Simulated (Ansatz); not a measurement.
Isolated molecules relaxed with PBE0-D4/def2-TZVP in Ansatz; ΔE leaves out vibrations. CBS: MP2 limit from def2 TZ/QZ plus the TZ coupled-cluster correction, frozen cores. This one scheme is used for every species. DFT in def2-TZVPP. B3LYP here is the variant with VWN-RPA as its local correlation; programs differ in this. Each species was taken in one conformer, which may not be the lowest.

Reaction (ligand exchange at a B–C bond): `BC[SiH2][NH][AlH2]` + `C#CS` → `BSC#C` + `C[SiH2][NH][AlH2]`

`BC[SiH2][NH][AlH2]`:

```xyz
14

B    -2.102    0.999   -1.408
C    -0.605    0.924   -1.092
Si   -0.260   -0.623   -0.053
N     1.392   -0.698    0.437
Al    2.084   -0.652    2.080
H    -2.854    1.576   -0.675
H    -2.560    0.427   -2.356
H    -0.227    1.744   -0.475
H     0.031    0.783   -1.973
H    -0.633   -1.815   -0.864
H    -1.071   -0.604    1.191
H     2.054   -0.800   -0.323
H     1.094   -0.485    3.301
H     3.657   -0.775    2.210
```

`C#CS`:

```xyz
5

C    -0.399    0.923    0.744
C     0.162    0.057    0.124
S     1.061   -1.121   -0.666
H    -0.906    1.685    1.285
H     0.082   -1.544   -1.487
```

`BSC#C`:

Z-matrix (Å, degrees):
```
B
C 1 1.766
C 1 1.836 2 40.2
S 1 2.008 2 50.8 3 180.0
H 1 1.191 2 116.8 3 -85.7
H 1 1.191 2 116.8 3 85.7
H 3 1.067 1 131.1 2 -180.0
```

`C[SiH2][NH][AlH2]`:

```xyz
12

C    -0.492   -1.263    1.512
Si   -0.048    0.408    0.806
N    -0.342    0.520   -0.895
Al    0.809    0.798   -2.225
H    -0.294   -1.292    2.587
H    -1.553   -1.483    1.363
H     0.089   -2.057    1.036
H    -0.824    1.446    1.548
H     1.403    0.677    0.999
H    -1.315    0.429   -1.162
H     0.225    0.871   -3.696
H     2.343    0.946   -1.872
```

CCSD(T)/CBS gives -0.44 eV.

(1) Another level gave -0.62 eV. Which?
A. CCSD(T)/def2-TZVPP
B. r2SCAN/def2-TZVPP
C. B3LYP-D4/def2-TZVPP
D. PBE/def2-TZVPP

Largest T1 diagnostic among the species: 0.014.

Answers

(1) B. r2SCAN -0.62, B3LYP-D4 -0.34, PBE -0.68, CCSD(T)/def2-TZVPP -0.45 eV.

In def2-TZVPP, CCSD(T) changes the Hartree–Fock value by −0.62 eV (the triples alone add −0.13 eV) and MP2 by −0.81 eV. From PBE to PBE0 (25 % exact exchange), in def2-TZVPP and without D4, ΔE moves by +0.08 eV.
